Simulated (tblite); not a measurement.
Species: C₄H₁₅FSi₃.
Numbering: `[F:1][C@H:2]([SiH3:3])[CH2:4][CH2:5][CH:6]([SiH3:7])[SiH3:8]` (hydrogens: H9 on C2; H10, H11, H12 on Si3; H13, H14 on C4; H15, H16 on C5; H17 on C6; H18, H19, H20 on Si7; H21, H22, H23 on Si8)

Geometry (GFN2-xTB, Å), atoms numbered from 1 in this order:
```xyz
23
C4H15FSi3 angstrom
F      2.349   -0.460   -1.622
C      2.162    0.137   -0.374
Si     3.415   -0.662    0.842
C      0.706   -0.032    0.039
C     -0.255    0.678   -0.909
C     -1.731    0.470   -0.558
Si    -2.278   -1.352   -0.700
Si    -2.210    1.264    1.106
H      2.378    1.201   -0.541
H      3.300    0.061    2.110
H      4.750   -0.521    0.266
H      3.059   -2.069    1.002
H      0.472   -1.098    0.059
H      0.592    0.361    1.051
H     -0.025    1.750   -0.901
H     -0.068    0.314   -1.924
H     -2.302    1.012   -1.321
H     -1.686   -1.951   -1.898
H     -3.738   -1.395   -0.807
H     -1.872   -2.127    0.476
H     -1.733    0.468    2.241
H     -3.668    1.374    1.179
H     -1.619    2.604    1.195
```

All values are computed: GFN2-xTB (tblite) harmonic vibrations without scaling, gas phase. Errors from tens to a few hundred cm⁻¹ against measured bands are possible. Modes of hydrogen on silicon can be 10 to 20 % off. One conformer, not necessarily the lowest.

Harmonic wavenumbers (cm⁻¹): 29.4, 48.7, 86.6, 98.4, 102.1, 127.2, 139.4, 161.0, 214.4, 224.9, 276.0, 318.0, 388.4, 435.5, 509.0, 511.2, 523.2, 546.8, 555.1, 598.4, 675.7, 746.5, 758.4, 772.3, 774.8, 777.1, 780.3, 783.1, 792.7, 796.0, 804.6, 817.6, 829.6, 943.8, 1000.7, 1050.7, 1076.5, 1112.5, 1130.3, 1169.4, 1203.5, 1239.3, 1285.2, 1292.2, 1322.0, 1372.0, 1468.4, 1505.8, 2226.4, 2233.8, 2248.3, 2251.4, 2257.8, 2267.5, 2273.2, 2296.1, 2299.8, 2893.8, 2894.7, 2925.3, 2957.1, 2977.0, 2985.2.

A = 1700, B = 502.3, C = 452.2 MHz; mass 166.047 u (most abundant isotopes); point group C1, symmetry number 1.

Task: What is the zero-point energy?

Result: ½Σν̃ = 36081 cm⁻¹ = 431.63 kJ/mol.

Task: What is S at 200 K and 1 bar for an ideal gas of classical rigid rotors and harmonic oscillators?

Result: Translation 164.31, rotation 125.14, vibration 127.99: S = 417.4 J/(mol K).

Task: And Cp and H(200 K) − H(0)?

Result: Cp = 161.25 J/(mol K), of which vibrations give 127.99 (their classical limit is 63 R = 523.8); H(200 K) − H(0) = 20.06 kJ/mol without the zero-point energy, 13.41 from vibrations.

Task: How do the functions run with temperature in this model?

Result: 
| T (K) | S (J/(mol K)) | Cp (J/(mol K)) | H − H(0) (kJ/mol) | G − H(0) (kJ/mol) | ln q(vib) |
| --- | --- | --- | --- | --- | --- |
| 50 | 268.3 | 70.7 | 2.45 | -10.96 | 1.10 |
| 100 | 328.3 | 103.8 | 6.87 | -25.96 | 3.18 |
| 298.15 | 493.0 | 220.2 | 38.82 | -108.16 | 11.22 |
| 373.15 | 546.8 | 260.1 | 56.87 | -147.17 | 14.13 |
| 500 | 630.9 | 314.7 | 93.49 | -221.95 | 18.91 |
| 750 | 773.7 | 389.2 | 182.18 | -398.10 | 27.74 |
| 1000 | 892.7 | 437.3 | 285.92 | -606.83 | 35.73 |

q(vib) and H(0) count from the zero-point level.

Task: Which modes carry the vibrational entropy at 200 K?

Result: 29.4 cm⁻¹: 21.25; 48.7 cm⁻¹: 17.08; 86.6 cm⁻¹: 12.38; 98.4 cm⁻¹: 11.36; 102.1 cm⁻¹: 11.06; 127.2 cm⁻¹: 9.34 J/(mol K); the other 57 give 45.53 together.

Hindered rotation and anharmonicity are outside this model. Other conformers, if any are populated, would add a mixing term that is left out. The structure is chiral; the term R ln 2 for an equal mix with its mirror image is left out.

Hardware: Intel Xeon at 2.50 GHz, one thread, shared host. Cost: 3.9 s. This covers the Hessian and the dipole derivatives.
